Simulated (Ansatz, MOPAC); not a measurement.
Bond stretch in SiH, doublet.

- PM6, unrestricted, heats of formation (MOPAC)
- FCI = full CI/aug-cc-pVTZ, frozen core in Ansatz (an electronic-structure program)

Energies relative to the lowest point of each curve near equilibrium, in kcal/mol:

```json
[
 {"R / Å": "1.13", "PM6": "34.8"},
 {"R / Å": "1.29", "PM6": "12.3"},
 {"R / Å": "1.38", "PM6": "5.0"},
 {"R / Å": "1.44", "PM6": "2.0"},
 {"R / Å": "1.53", "PM6": "0.0"},
 {"R / Å": "1.59", "PM6": "0.2"},
 {"R / Å": "2.11", "PM6": "30.8"},
 {"R / Å": "2.74", "PM6": "63.1"},
 {"R / Å": "3.39", "PM6": "69.9"},
 {"R / Å": "3.78", "PM6": "70.9"},
 {"R / Å": "5.31", "PM6": "71.4"},
 {"R / Å": "6.17", "PM6": "71.4"}
]
```

Question: Predict the corresponding FCI column.

Answer: 1.13: 52.6; 1.29: 14.2; 1.38: 4.8; 1.44: 1.6; 1.53: 0.0; 1.59: 0.6; 2.11: 26.0; 2.74: 55.5; 3.39: 68.3; 3.78: 70.6; 5.31: 72.0; 6.17: 72.0 (kcal/mol).
